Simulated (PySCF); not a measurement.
C5H4FNO.
Numbering: `[H]/[N:1]=[CH:2]\[c:3]1[cH:4][cH:5][c:6]([F:7])[o:8]1` (hydrogens: H9 on N1; H10 on C2; H11 on C4; H12 on C5)

Geometry (GFN2-xTB, Å), atoms numbered from 1 in this order:
```xyz
12
C5H4FNO angstrom
N      2.688   -0.028    0.642
C      1.841   -0.268   -0.260
C      0.403   -0.107   -0.197
C     -0.435    0.331    0.802
C     -1.750    0.273    0.293
C     -1.602   -0.197   -0.976
F     -2.509   -0.445   -1.907
O     -0.336   -0.431   -1.297
H      2.299    0.323    1.515
H      2.217   -0.643   -1.207
H     -0.151    0.657    1.782
H     -2.663    0.536    0.784
```

Method used: PBE0/def2-SVPD in PySCF (dipole) on a GFN2-xTB geometry, gas phase.

Take the most abundant isotopes and a rigid rotor. The values belong to one conformer with, in the numbering `[H]/[N:1]=[CH:2]\[c:3]1[cH:4][cH:5][c:6]([F:7])[o:8]1`, N1–C2–C3–C4 0°.

Problem. Give the principal moments of inertia and the rotational constants in cm⁻¹.

Solution. Ia = 76.21, Ib = 386.38, Ic = 462.58 u·Å²; 505379 MHz·u·Å²/I gives 6632, 1308 and 1093 MHz, that is A = 0.22121, B = 0.04363, C = 0.03644 cm⁻¹.

Problem. What kind of rotor is it?

Solution. A near-prolate asymmetric top: κ = (2 × 1308 − 6632 − 1093)/(6632 − 1093) = -0.92.

Problem. Is it planar, by Δ = Ic − Ia − Ib?

Solution. Planar: Δ = Ic − Ia − Ib = 0.00 u·Å². For a rigid frame Δ = −2 Σ m c², so it vanishes when all atoms lie in the ab plane; here none is more than 0.01 Å from it.

Problem. Where do the levels up to J = 4 lie, in K?

Solution. Above 0(0,0), as E/k:
J = 1: 1(0,1) 0.115, 1(1,1) 0.371, 1(1,0) 0.381
J = 2: 2(0,2) 0.345, 2(1,2) 0.591, 2(1,1) 0.622, 2(2,1) 1.388, 2(2,0) 1.389
J = 3: 3(0,3) 0.690, 3(1,3) 0.921, 3(1,2) 0.983, 3(2,2) 1.734, 3(2,1) 1.735, 3(3,1) 3.037, 3(3,0) 3.037
J = 4: 4(0,4) 1.147, 4(1,4) 1.360, 4(1,3) 1.464, 4(2,3) 2.195, 4(2,2) 2.199, 4(3,2) 3.499, 4(3,1) 3.499, 4(4,1) 5.323, 4(4,0) 5.323
The levels of one J sum to (2J + 1)J(J + 1)(A + B + C)/3.

Problem. Which types of transition are allowed, and where do some lines up to J = 5 fall?

Solution. The dipole components are |μa| = 1.65 D, |μb| = 2.16 D, |μc| = 0.00 D; the mirror of this Cs structure is the ab plane, so μc vanishes by symmetry and there are no c-type lines. The squared components, which scale the intensities, stand as 0.58 : 1.00 (a : b). Some lines, for components of 0.1 D or more:

```csv
type,branch,"J(Ka,Kc)",MHz,lower level (cm⁻¹)
a,R,"2(1,1) ← 1(1,0)",5016,0.265
b,Q,"1(1,0) ← 1(0,1)",5539,0.080
b,Q,"3(1,2) ← 3(0,3)",6106,0.479
a,R,"3(1,3) ← 2(1,2)",6874,0.411
b,R,"5(0,5) ← 4(1,4)",7442,0.945
a,R,"3(1,2) ← 2(1,1)",7521,0.432
b,R,"1(1,1) ← 0(0,0)",7724,0.000
a,R,"5(1,5) ← 4(1,4)",11437,0.945
b,Q,"5(2,3) ← 5(1,4)",14928,1.435
b,Q,"2(2,1) ← 2(1,2)",16618,0.411
b,R,"2(2,1) ← 1(1,0)",20988,0.265
b,R,"3(2,2) ← 2(1,1)",23173,0.432
b,R,"4(2,3) ← 3(1,2)",25249,0.683
b,Q,"5(3,3) ← 5(2,4)",27214,1.925
b,R,"3(3,1) ← 2(2,0)",34357,0.965
b,Q,"5(4,1) ← 5(3,2)",37999,2.833
b,R,"4(4,1) ← 3(3,0)",47624,2.111
b,Q,"5(5,1) ← 5(4,2)",48871,4.101
b,R,"5(5,0) ← 4(4,1)",60887,3.700
```

Problem. Estimate the classical rotational partition function at 25 K, 100 K and 500 K.

Solution. Point group Cs, symmetry number σ = 1; q = (√π/σ)·√((kT/h)³/(ABC)), k/h = 20836.6 MHz/K: 6850 at 25 K, 54800 at 100 K, 612000 at 500 K.

GFN2-xTB frequencies: not computed here. Constants of a rigid frame at the computed geometry: no zero-point averaging, no centrifugal distortion. Quadrupole hyperfine structure (14N) is left out.
